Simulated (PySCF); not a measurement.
Mo(O)(NH)(NH2)(Me) (CH6MoN2O), SMILES [CH3][Mo](=[O])([NH2])=[NH], multiplicity 1. The structure is a stationary point at PBE0-D3(BJ)/def2-SVP. The multiplicity is an assumed one; no other spin state was optimised. The structure was generated by enumeration; whether it is a known compound was not checked. The def2 effective core potentials stand for the cores of Mo; spin–orbit coupling is left out. The values are those of a single conformer.

These are PySCF with PBE0-D3(BJ)/def2-SVP values and carry that method's errors.

Harmonic wavenumbers (cm⁻¹): 168, 180, 205, 218, 230, 286, 413, 512, 540, 564, 637, 648, 664, 702, 759, 1004, 1048, 1192, 1404, 1408, 1510, 3047, 3160, 3171, 3574, 3611, 3679. Rotational constants (GHz): 3.502, 3.178, 3.023; symmetry number 1.

Problem. Work out the zero-point energy and the ideal-gas rigid-rotor harmonic-oscillator thermochemistry at 298.15 K and 1 atm.

Solution. ZPE = ½ Σ hcν = ½ × 34531 cm⁻¹ = 49.36 kcal/mol. H − E(el) = 54.78 kcal/mol. Entropy in cal/(mol K): translation 41.08, rotation 26.66, vibration 16.78, total 84.52. G − E(el) = 29.58 kcal/mol. Cp = 29.30 cal/(mol K).
